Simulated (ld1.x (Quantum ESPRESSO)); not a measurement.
# Mn, ultrasoft: configuration errors across variants

ld1.x (Quantum ESPRESSO) 7.5 input, shortened:

```
&input
   title='Mn', zed=25., rel=1, dft='PZ', iswitch=3,
   config='[Ar] 3d5 4s1 4p0'
 /
 &inputp
   pseudotype=3, tm=.true., lloc=-1, rcloc=1.15,
   nlcc=.true., new_core_ps=.true., rcore=0.95,
   which_augfun='PSQ', rmatch_augfun_nc=.true.
 /
6
3S  1  0   2.00   0.00  1.25  1.50  0.0
4S  2  0   1.00   0.00  1.25  1.50  0.0
3P  2  1   6.00   0.00  1.30  1.55  0.0
4P  3  1   0.00   0.00  1.30  1.55  0.0
3D  3  2   5.00   0.00  1.40  1.60  0.0
3D  3  2   0.00   0.55  1.40  1.60  0.0
 &test
   configts(1)='3s2 3p6 3d5 4s1 4p0'
 /
```

All-electron excitation energies from the reference (eV): (1) 3s2 3p6 3d5 4s2 4p0 -8.654; (2) 3s2 3p6 3d5 4s0 4p0 15.877; (3) 3s2 3p6 3d4 4s0 4p0 48.688; (4) 3s2 3p6 3d5 4s0 4p2 -0.572; (5) 3s2 3p6 3d4 4s2 4p0 4.794; (6) 3s2 3p6 3d5 4s1.5 4p0 -5.188; (7) 3s2 3p6 3d6 4s0 4p0 -1.630; (8) 3s2 3p6 3d5 4s1 4p0 spin -6.108; (9) 3s2 3p6 3d5 4s2 4p0 spin -13.708.

Spin tests fill each open shell by Hund’s rule, majority spin first.

The overlap operator is not positive definite (basis up to 400 Ry) in “base”, “waves 3s (bound): rcut 1.02, rcutus 1.08 bohr; 4s (bound): rcut 1.02, rcutus 1.08 bohr”, “local potential all-electron potential smoothed inside 1.25 bohr (lloc = -1)”, “local potential all-electron potential smoothed inside 1.46 bohr (lloc = -1)”, “core correction Bessel-smoothed model core inside 1.58 bohr”. Such files are unfit for use, however small their errors in these radial tests.

2 further variants failed, have other tests or another functional or relativity, and are left out.

Errors AE − PS in meV (a dash: test not solved or not reliable):

```tsv
change	(1)	(2)	(3)	(4)	(5)	(6)	(7)	(8)	(9)	bound ghosts
base	+0.2	-1.5	-130	-18	-93	+0.3	-21	+459	+422	not determined (overlap not positive)
waves 3s (bound): rcut 1.02, rcutus 1.08 bohr; 4s (bound): rcut 1.02, rcutus 1.08 bohr	-3.0	-8.8	-115	-4.0	-176	-0.7	-33	+441	+433	not determined (overlap not positive)
local potential all-electron potential smoothed inside 1.25 bohr (lloc = -1)	+1.3	-0.4	+85	-14	+83	+0.5	+39	+511	+472	not determined (overlap not positive)
local potential all-electron potential smoothed inside 1.46 bohr (lloc = -1)	+1.2	-0.4	+43	-14	+51	+0.5	+21	+507	+466	not determined (overlap not positive)
core correction Bessel-smoothed model core inside 1.58 bohr	+0.2	-1.5	-129	-18	-92	+0.3	-21	+521	+480	not determined (overlap not positive)
```

Give the same row for: waves 3p (bound): rcut 1.30, rcutus 2.08 bohr; 4p (bound): rcut 1.30, rcutus 2.08 bohr.

+1.1, -0.6, +35, –, +42, +0.5, +17, +490, +452; bound ghosts: none. Not counted: 3s2 3p6 3d5 4s0 4p2 (solver errors, printed error -10.3 eV).
